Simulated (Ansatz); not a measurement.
System: CH$_{4}$FSi, net charge 0, doublet state. It need not be the lowest isomer of its formula. 
Structure (B3LYP-D3(BJ)/def2-TZVP (Ansatz, a first-principles code) minimum search):
```
Si
F 1 1.6092
H 1 1.4783 2 108.30
H 1 1.4811 3 110.09 2 -115.78
C 1 1.8328 3 110.60 4 -124.06
H 5 1.0842 1 122.58 3 19.91
H 5 1.0846 6 114.75 1 -178.32
```
Charge 0, spin multiplicity 2.

Total electronic energies in hartree. Correlated levels leave the core frozen unless marked. UHF or UKS for open shells. Spin-orbit coupling is left out. Non-relativistic unless marked X2C. Basis-set limits of correlation are two-point, X^-3; Hartree-Fock from the larger set.

| level | program | energy (Eh) |
|---|---|---|
| HF/STO-3G | Ansatz | -423.34162 |
| HF/6-31G* | Ansatz | -428.57113 |
| PBE-D3(BJ)/def2-TZVPD | Ansatz + dftd3 | -429.61291 |
| r2SCAN/def2-TZVPD | Ansatz | -429.82898 |
| B97M-V/def2-TZVPD | Ansatz | -429.80808 |
| PBE0-D3(BJ)/def2-TZVPD | Ansatz + dftd3 | -429.65212 |
| PBE0/def2-TZVP | Ansatz | -429.64778 |
| HSE06-D3(BJ)/def2-TZVPD | Ansatz + dftd3 | -429.63787 |
| HSE06-D4/def2-TZVPD | Ansatz + dftd4 | -429.63817 |
| HSE06/def2-TZVPD | Ansatz | -429.63544 |
| CAM-B3LYP-D4/def2-TZVPD | Ansatz + dftd4 | -429.88530 |
| wB97X-V/def2-TZVPD | Ansatz | -429.82585 |
| B2PLYP-D4/def2-TZVPD | Ansatz + dftd4 | -429.70819 |
| MP2/STO-3G | Ansatz | -423.42807 |
| MP2/CBS(cc-pV(T+d)Z,cc-pV(Q+d)Z) | Ansatz | -429.2754 |
| RI-MP2/def2-QZVPP | Ansatz | -429.24497 |
| RI-MP2/CBS(cc-pV(T+d)Z,cc-pV(Q+d)Z) | Ansatz | -429.2752 |
| SCS-MP2/def2-TZVPP | Ansatz | -429.18762 |
| SCS-MP2/cc-pV(Q+d)Z | Ansatz | -429.24993 |
| CCSD(T)/cc-pV(D+d)Z | Ansatz | -429.04411 |
| CCSD(T)/cc-pVTZ | Ansatz | -429.22794 |
| X2C-CCSD(T)/cc-pVTZ-DK | Ansatz | -429.93075 |
| CCSD(T)/CBS(cc-pV(T+d)Z,cc-pV(Q+d)Z) | Ansatz | -429.3205 |

Totals of different functionals don't rank their quality; only differences between species are comparable.
